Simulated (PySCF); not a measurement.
Job file and geometry (Å, from GFN2-xTB) of an NMR shielding run on SMILES [SiH3]CCC(Cl)=C=S, C$_{4}$H$_{7}$ClSSi, GIAO PBE0/pcSseg-1 NMR shielding, non-relativistic, gas phase in PySCF 2.14.0, density-fitted response routines; density fitting, a coarse starting grid and PySCF grid level 2 are the driver's defaults:

```
$ OMP_NUM_THREADS=1 python probes_run.py task.json out

{"job": {"kind": "nmr", "xc": "PBE0", "basis": "pcSseg-1"}, "charge": 0, "multiplicity": 1}
Si    -2.328668     0.093003    -0.059564
C     -0.517700    -0.160617    -0.592388
C      0.453104    -0.082568     0.582807
C      1.871968    -0.301384     0.133687
Cl     2.264290    -1.919542    -0.407285
C      2.785282     0.621964     0.074774
S      3.848085     1.762295     0.049903
H     -3.176210     0.024291    -1.248690
H     -2.452843     1.403896     0.580572
H     -2.701329    -0.956637     0.890279
H     -0.406543    -1.130152    -1.080284
H     -0.238953     0.593080    -1.330967
H      0.392679     0.896996     1.060236
H      0.206158    -0.845098     1.324756
```

Q: Write the output of this run.

A: 
```
coarse grid: 13560 points
cycle   1  E = -1303.7214787205  dE =  7.654e-01  |g| = 3.137e-01  |ddm| = 3.730e+00
cycle   2  E = -1303.7087900630  dE =  1.269e-02  |g| = 3.887e-01  |ddm| = 7.246e-01
cycle   3  E = -1303.7449465672  dE = -3.616e-02  |g| = 9.498e-02  |ddm| = 4.500e-01
cycle   4  E = -1303.7466702748  dE = -1.724e-03  |g| = 5.253e-02  |ddm| = 1.451e-01
cycle   5  E = -1303.7474502549  dE = -7.800e-04  |g| = 8.706e-03  |ddm| = 6.456e-02
cycle   6  E = -1303.7474656093  dE = -1.535e-05  |g| = 4.635e-03  |ddm| = 1.683e-02
cycle   7  E = -1303.7474707463  dE = -5.137e-06  |g| = 1.139e-03  |ddm| = 5.927e-03
final grid: 117856 points
cycle   8  E = -1303.7904347948  dE = -2.008e-05  |g| = 9.068e-03  |ddm| = 2.616e-02
cycle   9  E = -1303.7903718512  dE =  6.294e-05  |g| = 1.713e-02  |ddm| = 2.535e-02
cycle  10  E = -1303.7904541567  dE = -8.231e-05  |g| = 2.559e-03  |ddm| = 2.014e-02
cycle  11  E = -1303.7904558832  dE = -1.726e-06  |g| = 3.846e-04  |ddm| = 3.109e-03
cycle  12  E = -1303.7904559184  dE = -3.519e-08  |g| = 4.739e-05  |ddm| = 4.393e-04
cycle  13  E = -1303.7904559188  dE = -4.293e-10  |g| = 2.361e-05  |ddm| = 7.208e-05
converged SCF energy = -1303.7904559188

GIAO shielding tensors (ppm)
atom      isotropic    diamagn.    paramagn.     s11        s22        s33       span
  0 Si     418.681     879.288    -460.607    391.386    399.070    465.586     74.200
  1 C      176.657     252.648     -75.991    160.737    177.557    191.675     30.938
  2 C      152.804     246.155     -93.351    147.389    150.211    160.813     13.424
  3 C       64.398     253.291    -188.893      8.118     64.088    120.988    112.871
  4 Cl     862.573    1145.019    -282.445    628.090    814.136   1145.494    517.404
  5 C     -115.563     262.281    -377.844   -182.331   -132.380    -31.976    150.355
  6 S     -101.392    1056.918   -1158.310   -975.686     58.528    612.981   1588.667
  7 H       27.695      28.155      -0.460     24.176     25.386     33.522      9.347
  8 H       27.891      28.743      -0.851     24.393     26.202     33.079      8.686
  9 H       27.902      28.526      -0.624     24.343     26.372     32.991      8.648
 10 H       30.154      31.050      -0.896     24.062     32.028     34.372     10.310
 11 H       30.991      31.830      -0.839     25.738     30.248     36.988     11.250
 12 H       29.203      31.481      -2.278     23.527     28.869     35.214     11.687
 13 H       29.362      30.236      -0.875     23.569     29.992     34.524     10.956
```

Q: Turn these shieldings into chemical shifts. δ = σ(ref) − σ, references computed at the same level: TMS for 29Si (σref 349.16) and 13C (σref 186.93) and 1H (σref 31.72); 35Cl (σref 949.78) against HCl; 33S (σref 503.73) against CS2.

A: Averaging equivalent atoms: Si 0: -69.5; C 5: 302.5; C 3: 122.5; C 2: 34.1; C 1: 10.3; Cl 4: 87; S 6: 605; H 7/8/9: 3.89; H 12/13: 2.43; H 10/11: 1.14 ppm. 

Size and cost of the density-fitted run: 175 basis functions, 35 s wall time on 1 thread of an Arm Neoverse V1, shared host; peak memory 0.8 GiB.
